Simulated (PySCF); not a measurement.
**Working with the constants of SbF⁻**

UHF-SCS-MP2 constants of SbF⁻, ²Π (doublet), unpaired electrons π ↑ (Sb aug-cc-pVDZ-PP with ECP28, F aug-cc-pVDZ; scalar-relativistic core potentials (PySCF 2.14); masses 120.9038 and 18.9984 u):

```
ωe              : 483.5 cm⁻¹
ωexe            : 2.68 cm⁻¹
Be              : 0.24597 cm⁻¹
αe              : 0.00186 cm⁻¹
D (centrifugal) : 2.55e-07 cm⁻¹
De to Sb + F⁻   : 1.40 eV
```

Problem. Give the vibrational terms G(v) and spacings up to v = 6.

Solution. G(v) = ωe(v+½) − ωexe(v+½)².

| v | G(v) (cm⁻¹) | G(v) − G(v−1) | Bv (cm⁻¹) |
| --- | --- | --- | --- |
| 0 | 241.1 |  | 0.2450 |
| 1 | 719.2 | 478.1 | 0.2432 |
| 2 | 1192.0 | 472.8 | 0.2413 |
| 3 | 1659.4 | 467.4 | 0.2395 |
| 4 | 2121.5 | 462.1 | 0.2376 |
| 5 | 2578.2 | 456.7 | 0.2357 |
| 6 | 3029.5 | 451.3 | 0.2339 |

A state of this spin cannot dissociate to the ground-state fragments, so its own limit lies higher than the one that De refers to.

Correlated steps freeze 5 core orbitals. Correlated levels converge slowly with the basis: in double zeta they bind strong bonds too weakly, by up to about 1 eV, and carry superposition errors of some tenths. Spin–orbit coupling is left out, which matters for elements this heavy, above all for dissociation energies. For an ion De counts to the pair picked by the measured ionisation energies or electron affinities, which need not be the lowest pair at this level. The state was picked by a PBE0 search and need not be the measured ground state.
